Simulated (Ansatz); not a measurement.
`C[O][GeH]([OH])[Cl]` → CH₃OH + `[OH][Ge][Cl]` at 400 K and 1 bar (germylene formation by 1,1-elimination).

Calculated with Ansatz (gas phase, PBE0-D4/def2-TZVP geometries, no zero-point term in ΔE). CCSD(T)/CBS adds triple-zeta CCSD(T) − MP2 to the extrapolated MP2 energy (def2 sets, frozen cores). This one scheme is used for every species. For Ge outer-core shells are correlated without core-valence functions, which leaves a few kJ/mol of doubt a bond. Scalar relativity is left out up to krypton. One conformer a species, not always the lowest.

```csv
species,CCSD(T)/CBS energy (Eh),H − E (kJ/mol),S (J/(mol·K))
`C[O][GeH]([OH])[Cl]`,-2727.38103,207.5,408.7
CH₃OH,-115.61712,151.2,252.6
`[OH][Ge][Cl]`,-2611.73425,58.2,310.7
```

H − E and S are ideal-gas, rigid-rotor, harmonic terms from PBE0-D4/def2-TZVP, for one conformer and one mirror image of each species. 1 Eh = 2625.50 kJ/mol, R = 8.31446 J/(mol·K).

By hand: ΔE, ΔH, ΔS and ΔG.

ΔE = (-115.61712) + (-2611.73425) − (-2727.38103) = 0.02966 Eh = 77.9 kJ/mol. Δ(H − E) = 151.2 + 58.2 − 207.5 = 1.9, so ΔH = 79.8 kJ/mol. ΔS = 252.6 + 310.7 − 408.7 = 154.6 J/(mol·K). ΔG = 79.8 − 400 × (154.6)/1000 = 18.0 kJ/mol.

By hand: the equilibrium constant, and the temperature at which ΔG would vanish if ΔH and ΔS stayed fixed.

log₁₀ K = −ΔG/(RT ln 10) = -2.4. ΔG = 0 at ΔH/ΔS = 516 K.

The number of gas molecules changes by +1, which sets the sign of ΔS. A doubt of 5 kJ/mol in ΔE shifts log₁₀ K by 0.7 here. Other conformers and mirror images would add mixing entropy, several J/(mol·K) or more a flexible species. These are equilibria of isolated gas molecules and say nothing of rates. Largest T1 diagnostic: 0.014 (customary marks: 0.02 for closed shells, 0.045 for open ones).
